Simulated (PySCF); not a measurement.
FGeH3Te, SMILES F[Te][GeH3]. Geometry: PBE0-D3(BJ)/def2-SVP. The def2 effective core potentials stand for the cores of Te; spin–orbit coupling is left out.

### Question
Give the equilibrium geometry at PBE0-D3(BJ)/def2-SVP (PySCF confirms it by a frequency run) as a Z-matrix, and its point group. (The exact figures need the calculation; the answer reports its results.)

### Answer
point group Cs.
```
Ge
H 1 1.5353
H 1 1.5353 2 110.66
H 1 1.5392 2 110.86 3 123.43
Te 1 2.5632 2 109.48 3 -120.75
F 5 1.9570 1 91.75 2 60.73
```
